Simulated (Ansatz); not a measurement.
Cost and result for the atomization energy of C4H2N2S, SMILES `N#Cc1cscn1` (9 atoms, 9 bonds).

Cartesian coordinates in Å:
```
N -1.780 2.460 -0.739
C -1.134 1.541 -0.490
C -0.322 0.422 -0.150
C 0.495 0.382 0.947
S 1.291 -1.115 1.001
C 0.480 -1.583 -0.441
N -0.324 -0.699 -0.933
H 0.647 1.148 1.690
H 0.649 -2.555 -0.885
```

The species carries charge 0 and has multiplicity 1. All single points use the PBE0-D4/def2-TZVP geometry. Program: Ansatz. All runs use 4 threads of an Arm Neoverse V2 on a shared host. Times are those of one run each, without the atoms' runs, and a repeat can differ threefold. Electronic energies, without spin–orbit coupling; frozen cores. CCSD(T)/CBS adds CCSD(T) − MP2 in def2-TZVPP to the MP2 limit, and its time is that of the two runs behind it. T1 = 0.015; the RHF reference is unstable towards UHF. B3LYP takes the VWN-RPA correlation (the form of Gaussian; ORCA's B3LYP/G). HSE06 is the plane-wave form, built on full-range PBE exchange.

CCSD(T)/CBS is a level of theory with its own doubt, some kJ/mol a heavy atom from the limit and from the frozen cores, so smaller differences don't rank the functionals.

```csv
level,functions,wall time,atomization (kJ/mol),difference from CCSD(T)/CBS,per bond
BLYP-D4/def2-TZVPP,256,2.2 s,4416.9,109.0,12.1
HSE06-D4/def2-TZVPP,256,3.6 s,4427.3,119.4,13.3
CAM-B3LYP-D4/def2-TZVPP,256,3.6 s,4340.2,32.3,3.6
r2SCAN-D4/def2-TZVPP (with forces),256,4.5 s,4360.9,53.0,5.9
r2SCANh-D4/def2-TZVPP,256,5 s,4304.6,-3.3,-0.4
B3LYP-D4/def2-TZVPP (with forces),256,5.5 s,4346.4,38.5,4.3
PBE-QIDH/def2-TZVPP,256,5.5 s,4335.9,28.0,3.1
CCSD(T)/def2-SVP,112,6 s,4074.3,-233.6,-26.0
ωB97X-V/def2-TZVPP,256,7.5 s,4346.1,38.2,4.2
ωB97M-V/def2-TZVPP (with forces),256,11 s,4357.3,49.4,5.5
MP2/def2-QZVPP,472,27 s,4456.3,148.4,16.5
CCSD(T)/def2-TZVPP,256,2.9 min,4166.3,-141.6,-15.7
CCSD(T)/CBS(def2),–,3.3 min,4307.9,0.0,0.0
```

From BLYP to BHLYP (50 % exact exchange), in def2-TZVPP and without D4, the atomization energy moves by −287.1 kJ/mol: exact exchange takes away binding that semilocal exchange gives to molecules. The D4 term adds +43.4 kJ/mol with B3LYP and +22.6 kJ/mol with PBE0; it sums over pairs of atoms, weighted by their polarisabilities, and B3LYP, whose exchange is more repulsive, gets the larger term. At CCSD(T), def2-SVP lies −233.6 kJ/mol from the extrapolated value and def2-TZVPP −141.5 kJ/mol: correlation converges slowly with the basis, and small sets miss more of it in the bonded molecule than in its fragments.
